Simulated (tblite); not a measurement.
Species: C7H15PS.
Atom-mapped SMILES: `[CH3:1][CH2:2][P@@:3]1(=[S:4])[CH2:5][C@H:6]([CH3:7])[C@H:8]1[CH3:9]` (hydrogens: H10, H11, H12 on C1; H13, H14 on C2; H15, H16 on C5; H17 on C6; H18, H19, H20 on C7; H21 on C8; H22, H23, H24 on C9)

Cartesian coordinates in Å at the GFN2-xTB level; atoms count from 1:
```
atom  x, y, z in Å
C1     3.049   -0.826   -0.673
C2     1.702   -1.095   -0.020
P3     0.926    0.512    0.464
S4     2.009    1.659    1.586
C5     0.071    1.156   -1.058
C6    -1.229    0.425   -0.660
C7    -2.500    1.222   -0.895
C8    -0.882    0.174    0.826
C9    -1.323   -1.136    1.445
H10    2.923   -0.253   -1.591
H11    3.556   -1.759   -0.912
H12    3.679   -0.249    0.002
H13    1.031   -1.632   -0.693
H14    1.828   -1.676    0.899
H15   -0.034    2.240   -0.986
H16    0.488    0.903   -2.031
H17   -1.299   -0.531   -1.186
H18   -2.449    2.181   -0.383
H19   -2.641    1.406   -1.959
H20   -3.365    0.678   -0.522
H21   -1.238    1.012    1.439
H22   -2.409   -1.168    1.517
H23   -0.994   -1.985    0.849
H24   -0.911   -1.238    2.448
```

Computed with GFN2-xTB (tblite): harmonic, unscaled wavenumbers at the GFN2-xTB geometry, gas phase. The method is semi-empirical: single wavenumbers can be off by several per cent or more. One conformer, not necessarily the lowest.

Harmonic wavenumbers (cm⁻¹): 55.6, 76.6, 113.8, 138.3, 162.3, 166.9, 183.8, 206.2, 231.1, 250.7, 279.0, 315.7, 365.3, 432.3, 484.6, 616.1, 686.5, 720.6, 743.0, 768.6, 817.5, 848.6, 933.9, 965.3, 976.5, 991.1, 997.0, 1011.0, 1066.9, 1094.6, 1118.7, 1131.9, 1152.8, 1173.6, 1196.6, 1210.9, 1234.6, 1248.8, 1290.8, 1332.0, 1404.0, 1406.4, 1412.8, 1423.0, 1431.0, 1486.5, 1491.3, 1491.7, 1493.8, 1495.8, 1498.2, 2908.0, 2942.6, 2945.0, 2957.8, 2972.3, 2989.6, 3015.6, 3018.3, 3025.0, 3025.3, 3029.2, 3030.0, 3030.4, 3031.5, 3035.6.

A = 1547, B = 818.4, C = 763.8 MHz; mass 162.063 u (most abundant isotopes); point group C1, symmetry number 1.

Question: What is the zero-point energy?

Answer: Half the sum of the wavenumbers: 44890 cm⁻¹ = 128.35 kcal/mol.

Question: What is S at 350 K and 1 bar for an ideal gas of classical rigid rotors and harmonic oscillators?

Answer: Translation 41.98, rotation 30.66, vibration 42.83: S = 115.5 cal/(mol K).

Question: And Cp and H(350 K) − H(0)?

Answer: Cp = 51.97 cal/(mol K), of which vibrations give 44.03 (their classical limit is 66 R = 131.2); H(350 K) − H(0) = 10.72 kcal/mol without the zero-point energy, 7.94 from vibrations.

Question: What must be added to the electronic energy to get the Gibbs energy at 350 K and 1 bar?

Answer: ZPE + [H(350 K) − H(0)] − T·S = 128.35 + 10.72 − 40.42 = 98.65 kcal/mol.

Question: Which modes carry the vibrational entropy at 350 K?

Answer: 55.6 cm⁻¹: 4.92; 76.6 cm⁻¹: 4.29; 113.8 cm⁻¹: 3.51; 138.3 cm⁻¹: 3.14; 162.3 cm⁻¹: 2.83; 166.9 cm⁻¹: 2.77 cal/(mol K); the other 60 give 21.36 together.

Question: How do the functions run with temperature in this model?

Answer: 
| T (K) | S (cal/(mol K)) | Cp (cal/(mol K)) | H − H(0) (kcal/mol) | G − H(0) (kcal/mol) | ln q(vib) |
| --- | --- | --- | --- | --- | --- |
| 100 | 72.5 | 22.6 | 1.42 | -5.83 | 1.79 |
| 200 | 91.9 | 34.2 | 4.29 | -14.10 | 5.15 |
| 300 | 107.9 | 45.9 | 8.28 | -24.11 | 8.49 |
| 500 | 136.9 | 68.6 | 19.81 | -48.64 | 14.97 |
| 800 | 174.6 | 91.7 | 44.16 | -95.54 | 24.24 |
| 1000 | 196.2 | 102.0 | 63.58 | -132.67 | 30.01 |

q(vib) and H(0) count from the zero-point level.

Hindered rotation and anharmonicity are outside this model. Other conformers, if any are populated, would add a mixing term that is left out. The structure is chiral; the term R ln 2 for an equal mix with its mirror image is left out.
